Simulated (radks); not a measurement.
The numbers below are computed, except where a source is named.
Effect of the nuclear size on the erbium ion Er+, [Xe] 4f12 6s1. Code: a radial shooting solver on a logarithmic mesh with Libxc functionals. Model: Dirac Kohn-Sham, relativistic LDA (MacDonald-Vosko exchange, VWN5 correlation), spin-unpolarised, spherical densities, finite nucleus; open shells are shared between the two j in proportion to 2j + 1; Fermi nuclear charge, rms radius 5.2516 fm. The rms radius is varied about that value; shifts are against it.

rms radius (fm)  total energy shift (eV)  density at nucleus (e/bohr^3)  1s1/2 shift (meV)  2s1/2 shift (meV)  4p1/2 shift (meV)  5s1/2 shift (meV)  5p1/2 shift (meV)  6s1/2 shift (meV)  6p1/2 (empty) shift (meV)
4.6739                             -6.58                      8.904e+05              -2680               -358              0.142              -2.85              0.170             -0.238                      0.067
5.0783                             -2.03                      8.693e+05               -827               -110              0.044             -0.878              0.052             -0.073                      0.021
5.2516                                 0                      8.609e+05              0.000              0.000              0.000              0.000              0.000              0.000                      0.000
5.635                               4.66                      8.435e+05               1900                254             -0.099               2.02             -0.120              0.169                     -0.047
6.3702                              14.3                      8.141e+05               5800                775             -0.301               6.16             -0.367              0.516                     -0.145

Slopes of the eigenvalues against <r^2> in GHz/fm^2, as finite differences over the two radii next to the reference (eigenvalue slopes, not the field-shift constants of lines): 1s1/2 111000, 2s1/2 14800, 4p1/2 -5.80, 5s1/2 117, 5p1/2 -7.00, 6s1/2 9.82, 6p1/2 (empty) -2.76.
